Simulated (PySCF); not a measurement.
C4H5NSi, SMILES N#CC1=CC[SiH2]1.

Geometry optimised at ωB97X-D3(BJ)/def2-SVP. This is a generated structure with no PubChem entry under its InChIKey; it may be hypothetical.

Method: PySCF with HF/def2-TZVP.

Symmetry labels are those of the subgroup Cs that the program uses (full group Cs).

Computed valence orbital energies around the gap with their symmetry:
| orbital | symmetry | energy (eV) |
|---|---|---|
| HOMO−7 | A' | -15.99 |
| HOMO−6 | A' | -15.23 |
| HOMO−5 | A" | -13.94 |
| HOMO−4 | A' | -13.84 |
| HOMO−3 | A" | -13.43 |
| HOMO−2 | A' | -12.26 |
| HOMO−1 | A' | -11.86 |
| HOMO | A" | -10.43 |
| LUMO | A" | 2.23 |
| LUMO+1 | A' | 2.49 |
| LUMO+2 | A' | 3.22 |
| LUMO+3 | A' | 4.08 |
